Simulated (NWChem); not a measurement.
Worked example: vertical ionisation energy of CuH2OF (SMILES [OH2+][Cu-][F])

CuH2OF: 5 atoms, total charge 0, spin state singlet. SMILES: `[OH2+][Cu-][F]`. The coordinates come from a PBE0-D4/def2-TZVP relaxation. This is one conformer, not always the lowest.

Both states at this one shape; open shells run unrestricted unless said. 1 Eh = 27.2114 eV.

| level | program | singlet CuH2OF (Eh) | doublet CuH2OF+ (Eh) |
| --- | --- | --- | --- |
| M06-2X/pcseg-0 | NWChem | -1812.546776 | -1812.252265 |
| M06-2X/pcseg-2 | NWChem | -1816.842672 | -1816.500947 |
| M06-2X/pcseg-1 | NWChem | -1816.493041 | -1816.158842 |

Question: Work out the vertical ionisation energy at each level.

Answer: 
1. M06-2X/pcseg-0: -1812.252265 − (-1812.546776) = 0.294511 Eh = 8.01 eV.
2. M06-2X/pcseg-2: -1816.500947 − (-1816.842672) = 0.341725 Eh = 9.30 eV.
3. M06-2X/pcseg-1: -1816.158842 − (-1816.493041) = 0.334199 Eh = 9.09 eV.

No measured value is set beside it here; the levels span 8.01 to 9.30 eV.
